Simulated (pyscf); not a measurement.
# Addition across a multiple bond or ene-type step: `[O]=[Mo](=[O])([F])[F]` + `[OH][SiH3]` -> `[O]=[Mo]([OH])([F])([F])[O][SiH3]`

Gas phase, singlet surface, charge 0. Bonds broken: O6–Si7. Bonds formed: O1–Si7, Mo2–O6. Optimised with ωB97X-D3(BJ)/def2-SVP in PySCF.

Transition state (Å):

```xyz
11

O     -0.9837     0.1682     1.4756
Mo    -2.0124    -0.7616     0.3853
O     -1.3003    -2.2321     0.2346
F     -3.0462    -0.5512    -1.1463
F     -3.5037    -0.9678     1.4348
O     -0.8702     0.5228    -0.7104
Si     0.1594     1.4393     0.6665
H     -1.0333     0.7913    -1.6247
H      1.4181     0.6715     0.5122
H      0.1281     2.6157    -0.2679
H      0.1762     2.1563     1.9819
```

One imaginary mode, 289i cm⁻¹; descent along it reached the two sides named, in the forms told below.

```
bond    change  reactant side (Å)  saddle  product side
------  ------  -----------------  ------  ------------
O6–Si7  breaks              1.720   1.948           3.1
O1–Si7   forms                3.0   1.891         1.696
Mo2–O6   forms              2.242   2.038         1.897
```

Electronic energies relative to the separated reactants (eV):

```tsv
level	barrier	reaction energy	reverse barrier
ωB97X-D3(BJ)/def2-TZVP	0.02	-0.55	0.56
PBE/def2-TZVP	0.22	-0.32	0.54
r²SCAN/def2-TZVP	0.05	-0.56	0.61
B3LYP-D3(BJ)/def2-TZVP	0.17	-0.50	0.67
PBE0-D3(BJ)/def2-TZVP	0.10	-0.47	0.57
M06-2X/def2-TZVP	0.14	-0.53	0.67
ωB97M-D3(BJ)/def2-TZVP	0.21	-0.38	0.59
```

With ωB97M-D3(BJ)/def2-TZVP energies and thermal terms (ideal gas, 1 atm, RRHO with modes under 100 cm⁻¹ raised to 100, one conformer, R ln 2 for chiral ones without a mode under 150 cm⁻¹), in eV:

| T (K) | ΔH‡ | ΔG‡ | ΔH | ΔG |
|---|---|---|---|---|
| 298 | 0.26 | 0.83 | -0.33 | +0.17 |
| 600 | 0.27 | 1.42 | -0.28 | +0.65 |
| 900 | 0.29 | 1.99 | -0.23 | +1.11 |
| 1200 | 0.32 | 2.55 | -0.17 | +1.55 |

On the reactant side the descent ends in an adduct with a Mo–O contact, 0.66 eV under the separated species and 0.67 eV under the saddle at ωB97X-D3(BJ)/def2-TZVP. What is counted as formed (Mo–O) is already present as a longer contact in the reactant adduct; forming that adduct is a step of its own. One saddle was located; it need not be the lowest between these sides. Elements past Kr carry the def2 core potentials, without spin-orbit coupling.
